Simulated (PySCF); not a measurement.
**Se⁺: ionisation energy**

Se⁺ [Ar] 3d10 4s2 4p3 (4S) → Se²⁺ [Ar] 3d10 4s2 4p2 (3P), as a difference of total energies. Calculation: PySCF 2.14, in aug-cc-pwCVDZ-PP with ECP10MDF (6s5p4d1f, 48 functions); scalar relativity through the core potential. Correlated levels: valence and next inner shell: nothing frozen outside the core potential. The calculations carry no spin-orbit coupling.

```csv
method,ionisation energy (eV),difference from reference (eV)
UHF,20.830,-0.366
MP2 (valence and next inner shell),21.341,+0.145
SCS-MP2 (valence and next inner shell),21.169,-0.027
CCSD (valence and next inner shell),21.232,+0.036
CCSD(T) (valence and next inner shell),21.241,+0.045
```

Reference: 21.196 ± 0.01 eV (measured; NIST Atomic Spectra Database, ionization energies).

The reference lies between the lowest fine-structure levels, while these numbers refer to the centres of the terms.

Errors of the correlated levels include the incompleteness of this basis.
